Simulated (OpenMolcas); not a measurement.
An OpenMolcas run meant for Ba+ (ANO-RCC-VQZP, DKH4; inactive shells 1s 2s 2p 3s 3p 3d 4s 4p 4d 5s 5p; intended active space 1 electron in 4 orbitals (6s 6p)). One step of its input:

```
&CASPT2
Multistate=1 1
Frozen=14 9
IPEA=2.0
Imaginary=0.1
MaxIter=60
WThr=0.0 0.3 0.05
PrWF=0.5
NoMix
```

The run finished. Its levels beside those of a sound run (SS-CASPT2, IPEA 0.25 Eh, imaginary shift 0.1 Eh (closed shells correlated: 5s 5p)), in cm⁻¹ above each run's lowest level:

```tsv
Level	This run	Usual run
6s ²S_1/2	0.0	0.0
6p ²P°_1/2	19834	20455
6p ²P°_3/2	20985	21606
```

Q: Which setting is unsound, and how much does it matter here?

A: The IPEA shift is far above its usual 0.25 hartree. Against the sound run the excited levels shown move by 620 cm-1 on average and by 620 cm-1 at most.

ANO sets are built for ground and valence states and can reach diffuse excited orbitals poorly. With one active electron, CASPT2 adds the correlation within the correlated inactive shells and between them and that electron, and leaves the splitting within a term as the reference gives it. Levels of configurations outside the active space are missing.

° marks odd parity.
